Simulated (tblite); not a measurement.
Species: C₄H₁₁NSi₂.
SMILES with atom numbers: `[CH2:1]=[CH:2]/[CH:3]=[CH:4]\[N:5]([SiH3:6])[SiH3:7]` (hydrogens: H8, H9 on C1; H10 on C2; H11 on C3; H12 on C4; H13, H14, H15 on Si6; H16, H17, H18 on Si7)

Structure used (GFN2-xTB), in Å, numbered top down from 1:
```xyz
18
C4H11NSi2 angstrom
C      2.5469   -1.0794   -1.7360
C      1.5207   -0.7307   -0.9632
C      1.3686    0.5752   -0.3773
C      0.3340    1.0381    0.3386
N     -0.8924    0.4413    0.5935
Si    -1.5341    0.7372    2.1926
Si    -1.7311   -0.5186   -0.6035
H      3.3198   -0.3756   -1.9999
H      2.6500   -2.0752   -2.1312
H      0.7667   -1.4655   -0.7150
H      2.2133    1.2411   -0.4990
H      0.4415    2.0133    0.8046
H     -2.8869    0.1960    2.2070
H     -1.5244    2.1849    2.4197
H     -0.6774    0.0683    3.1760
H     -1.1768   -0.1595   -1.9034
H     -3.1412   -0.1359   -0.5147
H     -1.6060   -1.9487   -0.3004
```

Computed values, GFN2-xTB/tblite, gas phase, harmonic and unscaled. Errors from tens to a few hundred cm⁻¹ against measured bands are possible. Modes of hydrogen on silicon can be 10 to 20 % off. One conformer, not necessarily the lowest.

Harmonic wavenumbers (cm⁻¹): 45.9, 68.3, 91.7, 175.3, 186.9, 197.9, 244.3, 247.6, 365.2, 390.1, 542.1, 558.2, 567.3, 588.9, 614.5, 647.8, 698.1, 758.8, 764.5, 780.4, 796.8, 801.6, 809.2, 831.6, 865.6, 895.1, 933.8, 983.1, 1012.2, 1092.6, 1202.2, 1268.9, 1312.5, 1377.0, 1426.8, 1651.9, 1657.0, 2209.8, 2230.6, 2242.1, 2250.5, 2300.7, 2311.5, 2990.1, 3053.4, 3064.2, 3096.3, 3126.3.

A = 3019, B = 1008, C = 816.4 MHz; mass 129.043 u (most abundant isotopes); point group C1, symmetry number 1.

Q: What is the zero-point energy?

A: Half the sum of the wavenumbers: 28164 cm⁻¹ = 336.91 kJ/mol.

Q: Entropy at 200 K, 1 bar (ideal gas, RRHO, classical rotation)?

A: Translation 161.17, rotation 117.40, vibration 82.80: S = 361.4 J/(mol K).

Q: And Cp and H(200 K) − H(0)?

A: Cp = 125.58 J/(mol K), of which vibrations give 92.32 (their classical limit is 48 R = 399.1); H(200 K) − H(0) = 15.74 kJ/mol without the zero-point energy, 9.09 from vibrations.

Q: How do the functions run with temperature in this model?

A: 
```tsv
T (K)	S (J/(mol K))	Cp (J/(mol K))	H − H(0) (kJ/mol)	G − H(0) (kJ/mol)	ln q(vib)
150	328.9	101.8	10.06	-39.27	3.13
250	392.0	150.1	22.63	-75.38	5.87
298.15	420.4	172.6	30.40	-94.94	7.20
400	477.1	213.8	50.16	-140.68	10.02
600	575.6	271.8	99.13	-246.23	15.46
900	697.1	326.2	189.55	-437.80	22.99
```

q(vib) and H(0) count from the zero-point level.

Q: Blend soft modes into free rotors: weight 1/[1 + (100 cm⁻¹/ν̃)⁴] for the oscillator and the rest for a rotor with moment μB/(μ + B), μ = h/(8π²ν), B = 10⁻⁴⁴ kg m². What vibrational entropy results?

A: 76.60 J/(mol K) in place of 82.80, which changes −T·S at 200 K by +1.24 kJ/mol.

Hindered rotation and anharmonicity are outside this model. Other conformers, if any are populated, would add a mixing term that is left out. The structure is chiral; the term R ln 2 for an equal mix with its mirror image is left out.

Hardware: one thread, x86-64 server, on a shared host. The figure is for the frequency step alone.
